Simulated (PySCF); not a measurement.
Species: C3H6ClNSi.
Numbering: `[CH2:1]=[CH:2][Si@@H:3]([Cl:4])[N:5]=[CH2:6]` (hydrogens: H7, H8 on C1; H9 on C2; H10 on Si3; H11, H12 on C6)

A GFN2-xTB structure was refined with PySCF, PBE0-D3(BJ)/def2-SVP geometry optimisation, gas phase. Its GFN2-xTB values:

```json
{"coordinate": "C1=C2", "GFN2-xTB": "1.314 Å"}
{"coordinate": "C1–H7", "GFN2-xTB": "1.102 Å"}
{"coordinate": "C1–H8", "GFN2-xTB": "1.077 Å"}
{"coordinate": "C2–Si3", "GFN2-xTB": "1.895 Å"}
{"coordinate": "C2–H9", "GFN2-xTB": "1.088 Å"}
{"coordinate": "Si3–Cl4", "GFN2-xTB": "2.011 Å"}
{"coordinate": "Si3–N5", "GFN2-xTB": "1.712 Å"}
{"coordinate": "Si3–H10", "GFN2-xTB": "1.445 Å"}
{"coordinate": "N5=C6", "GFN2-xTB": "1.255 Å"}
{"coordinate": "C6–H11", "GFN2-xTB": "1.078 Å"}
{"coordinate": "C6–H12", "GFN2-xTB": "1.094 Å"}
{"coordinate": "C1–C2–Si3", "GFN2-xTB": "125.9°"}
{"coordinate": "C2–Si3–Cl4", "GFN2-xTB": "106.9°"}
{"coordinate": "C2–Si3–N5", "GFN2-xTB": "106.2°"}
{"coordinate": "Si3–N5–C6", "GFN2-xTB": "133.7°"}
{"coordinate": "Cl4–Si3–N5", "GFN2-xTB": "116.7°"}
{"coordinate": "C1–C2–Si3–Cl4", "GFN2-xTB": "-139°"}
{"coordinate": "C2–Si3–N5–C6", "GFN2-xTB": "-116°"}
```

Q: How do these coordinates change at the PBE0-D3(BJ)/def2-SVP level?

A: 
```
   coordinate  PBE0-D3(BJ)/def2-SVP (Å or °)  change
      Si3–Cl4                          2.089  +0.078
       C2–Si3                          1.853  -0.042
      Si3–H10                          1.486  +0.041
       Si3–N5                          1.741  +0.029
       C6–H11                          1.106  +0.028
        C1=C2                          1.338  +0.024
        C1–H8                          1.096  +0.019
       C6–H12                          1.110  +0.016
        C2–H9                          1.097  +0.009
        C1–H7                          1.095  -0.007
        N5=C6                          1.262  +0.007
    Si3–N5–C6                          126.9    -6.8
   Cl4–Si3–N5                          111.3    -5.4
    C1–C2–Si3                          122.3    -3.6
    C2–Si3–N5                          108.4    +2.2
   C2–Si3–Cl4                          108.7    +1.8
C1–C2–Si3–Cl4                           -128     +11
 C2–Si3–N5–C6                           -124      -8
```

The energy falls by 18.5 kJ/mol over 10 energy and gradient evaluations, the largest force component goes from 0.0346 to 3.9e-04 Eh/bohr, and the atoms move by 0.127 Å rms after alignment. The bond that changes most is Si3–Cl4 (chlorine-bound silicon to silicon-bound chlorine), which lengthens by 0.078 Å. Bonds longer at the end by more than 0.005 Å: 9 of 11; shorter: 2. Among the dihedrals that turn most is C1–C2–Si3–H10, from 101° to 113°. Rotational constants go from 2586, 1981, 1257 to 2673, 1942, 1274 MHz.

The run used 122 basis functions and 69 SCF cycles in all. Hardware: one thread, Arm Neoverse V1 (aarch64) (shared host). Cost: 63 s wall, 0.50 GiB resident at most.

No frequency check. The numbers are those of one conformer.
